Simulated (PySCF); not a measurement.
# What a mistake does to a calculation on AlBClH3N cation

Calculated results; nothing here was measured. The program is PySCF 2.14.0, an open-source quantum chemistry code, run on an isolated molecule that a program drew, which may never have been made. The molecule is AlBClH3N cation (charge +1, singlet), drawn as the SMILES string `N[BH][Al+][Cl]`.

Each row is a Hartree-Fock (HF) and frozen-core CCSD(T) single point in the cc-pV(D+d)Z basis, meant for a local HF minimum. Run 1 is clean. Each other run has one planted mistake out of seven kinds, and not every kind appears here: one electron removed, one electron added, multiplicity raised by two, geometry at a saddle point, minimal basis STO-3G, one bond length entered in bohr, all coordinates scaled. The reference is restricted for singlets and unrestricted otherwise, and also for a bond in bohr. Adding or removing an electron swaps singlet and doublet. Electrons count all cores. HOMO and LUMO are orbital energies over both spins, the gradient is its largest component, and the lowest frequency (negative if imaginary) is given only where the gradient is small. Bond lengths are over the 6 bonds as drawn. T1 is the CCSD diagnostic: over 0.02 (restricted) or 0.045 (unrestricted) a single reference is doubtful.

Geometry of the clean run:
```xyz
7
AlBClH3N cation, angstrom
N    -0.4655   -1.1573    0.3506
B    -0.7929    0.1349    0.6268
Al   -0.4129    0.9987    2.6078
Cl   -0.1037    1.8906    4.4070
H    -0.0439   -1.8177    0.9718
H    -0.6451   -1.5408   -0.5610
H    -1.2945    0.8993   -0.1328
```

```
run,electrons,basis functions,<S^2>,HOMO (eV),LUMO (eV),gradient (hartree/bohr),lowest frequency (cm^-1),mean bond (Å),longest bond (Å),T1,HF (hartree),CCSD(T) (hartree),mistake
1,44,89,0.000,-16.40,-4.34,2.3e-05,87,1.4635,2.194,0.0165,-782.16284,-782.64778,no fault
2,44,89,0.000,-16.32,-4.44,2.9e-02,-,1.5162,2.273,0.0182,-782.15459,-782.64421,all coordinates scaled
3,45,89,0.815,-5.46,1.26,4.4e-02,-,1.4635,2.194,0.0228,-782.34234,-782.83575,one electron added
4,44,89,2.008,-12.12,-7.56,3.0e-02,-,1.4635,2.194,0.0210,-782.01625,-782.48300,multiplicity raised by two
5,43,89,0.777,-23.12,-14.41,8.6e-02,-,1.4635,2.194,0.0224,-781.59830,-782.06663,one electron removed
6,44,31,0.000,-15.13,0.12,3.9e-02,-,1.4635,2.194,0.0210,-773.40679,-773.56658,?
```

**Which mistake was planted in run 6, and what did it cost?**

It has 31 basis functions where the clean run has 89, with the same electrons and geometry. So the mistake is: minimal basis STO-3G. Subtracting run 1 and multiplying by 627.51 kcal/mol a hartree, the energy moved by 5494.5 kcal/mol in HF and 5698.5 kcal/mol in CCSD(T).

Cautions from the logs. Run 6: T1 is over the limit, so its CCSD(T) energy is less reliable.
